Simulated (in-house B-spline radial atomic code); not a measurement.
# The cobalt ion Co²⁺: [Ne] 3s2 3p5 3d7 4f1 (an excited or competing configuration)

Level of theory: non-relativistic SCAN, spin-polarised, spherical fractional occupations, point nucleus; calculated with a radial B-spline atomic code at the basis-set limit.

Screening seen three ways: the hydrogenic charge with the same mean radius, Z_r = [3n² - l(l+1)]/(2<r>), the one with the same energy, Z_e = n√(-2ε), and Slater's rules. Values are occupation-weighted means over spin.

```tsv
shell	electrons	ε (eV)	<r> (bohr)	Z_r	Z_e	Slater
1s	2	-7579.9	0.05692	26.35	23.60	26.70
2s	2	-928.43	0.2581	23.25	16.52	22.85
2p	6	-809.32	0.226	22.13	15.43	22.85
3s	2	-137.01	0.776	17.40	9.52	16.10
3p	5	-101.19	0.8069	15.49	8.18	16.10
3d	7	-41.901	0.9253	11.35	5.26	7.90
4f	1	-6.1641	5.895	3.05	2.69	3.00
```

The least bound orbital is 4f up at -6.164 eV, and it is also the most diffuse (<r> = 5.895 bohr).
